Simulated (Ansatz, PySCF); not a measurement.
Here is a job for PySCF.
```python
from pyscf import gto, scf, dft

mol = gto.M(
    atom='''
C     3.293177   -0.047959   -0.298071
C     2.599550   -0.641589    0.662060
C     1.122965   -0.589806    0.750703
O     0.499040   -1.133956    1.629472
O     0.547676    0.105490   -0.218220
Si   -1.113436    0.334790   -0.372732
C    -1.166701    1.397374   -1.946118
C    -1.770836    1.265223    1.150148
C    -1.968019   -1.347889   -0.607937
H     2.797114    0.511470   -1.073936
H     4.368206   -0.100308   -0.340836
H     3.070904   -1.208630    1.452009
H    -2.191842    1.644183   -2.197982
H    -0.624776    2.329221   -1.819520
H    -0.734255    0.878379   -2.795638
H    -1.620049    0.677121    2.050820
H    -2.832078    1.474892    1.063439
H    -1.256969    2.213451    1.286655
H    -1.565797   -1.879207   -1.466860
H    -3.036634   -1.235935   -0.760389
H    -1.820258   -1.976095    0.265753
''',
    basis='sto-3g',
    charge=0,
    spin=0,
    verbose=3,
)

mf = dft.RKS(mol)
mf.xc = 'pbe'
mf.grids.atom_grid = (99, 590)
mf.grids.prune = None
mf.kernel()
```

Q: Give the equivalent Ansatz (a first-principles code) input.

A: One answer among several that fit: 
Ansatz 0.2 input:
```yaml
crystal:
  periodic: [false, false, false]
  atoms:
    - {symbol: C, position_ang: [3.29317671, -0.04795943, -0.29807079]}
    - {symbol: C, position_ang: [2.59954963, -0.64158893, 0.66205982]}
    - {symbol: C, position_ang: [1.12296510, -0.58980606, 0.75070307]}
    - {symbol: O, position_ang: [0.49904034, -1.13395576, 1.62947223]}
    - {symbol: O, position_ang: [0.54767623, 0.10548990, -0.21821987]}
    - {symbol: Si, position_ang: [-1.11343631, 0.33479046, -0.37273199]}
    - {symbol: C, position_ang: [-1.16670082, 1.39737402, -1.94611805]}
    - {symbol: C, position_ang: [-1.77083648, 1.26522252, 1.15014823]}
    - {symbol: C, position_ang: [-1.96801907, -1.34788894, -0.60793679]}
    - {symbol: H, position_ang: [2.79711380, 0.51146999, -1.07393570]}
    - {symbol: H, position_ang: [4.36820603, -0.10030812, -0.34083557]}
    - {symbol: H, position_ang: [3.07090419, -1.20862969, 1.45200899]}
    - {symbol: H, position_ang: [-2.19184244, 1.64418251, -2.19798187]}
    - {symbol: H, position_ang: [-0.62477633, 2.32922120, -1.81952034]}
    - {symbol: H, position_ang: [-0.73425531, 0.87837927, -2.79563769]}
    - {symbol: H, position_ang: [-1.62004897, 0.67712069, 2.05082039]}
    - {symbol: H, position_ang: [-2.83207756, 1.47489184, 1.06343873]}
    - {symbol: H, position_ang: [-1.25696945, 2.21345120, 1.28665470]}
    - {symbol: H, position_ang: [-1.56579707, -1.87920715, -1.46686019]}
    - {symbol: H, position_ang: [-3.03663367, -1.23593528, -0.76038877]}
    - {symbol: H, position_ang: [-1.82025780, -1.97609515, 0.26575340]}
basis:
  gaussian:
    orbitals: STO-3G
hamiltonian:
  xc: pbe
accuracy: high
```

Both were run: PySCF gave -666.936511 Eh and Ansatz -666.936512 Eh, 0.001 mEh apart.
